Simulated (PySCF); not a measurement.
ZrH₃ + O₂ → HZrO + H₂O

Level: PBE0 in the def2-TZVP basis family, computed in PySCF with density fitting; scalar-relativistic core potentials for atoms from Rb on, none lighter, no spin–orbit coupling; open shells unrestricted.

```csv
species,state and structure,E (Eh),ZPE (kJ/mol),H(298 K) − H(0) (kJ/mol),S° (J/(mol K))
ZrH₃,"doublet, C3v, Zr–H 1.856 Å (×3); H–Zr–H 116.9° (×3)",-48.71529,39.4,11.8,243.9
O₂,"triplet, D∞h, O–O 1.193 Å",-150.23561,10.3,8.7,204.9
HZrO,"doublet, Cs, Zr–H 1.858 Å, Zr–O 1.720 Å; H–Zr–O 103.5°",-122.79332,18.9,10.6,260.3
H₂O,"singlet, C2v, O–H 0.960 Å (×2); H–O–H 105.1°",-76.37736,56.5,9.9,188.7
```

Task: What is the electronic reaction energy?

Result: At PBE0/def2-TZVP, ΔE = -577.0 kJ/mol from the differences of the total energies times 2625.5, downhill. 

Task: Add zero-point, thermal and entropy terms for 298.15 K and 1 bar.

Result: ΔZPE = 25.7 and Δ[H(298) − H(0)] = 0.0 kJ/mol give ΔH° = -551.3 kJ/mol. ΔS° = 0.2 J/(mol K), so ΔG° = -551.3 − 298.15 × (0.0002) = -551 kJ/mol.

Open d or f shells are single determinants, so the state found may not be the ground state. The structures come from searches over a few start shapes, so lower isomers are not excluded.
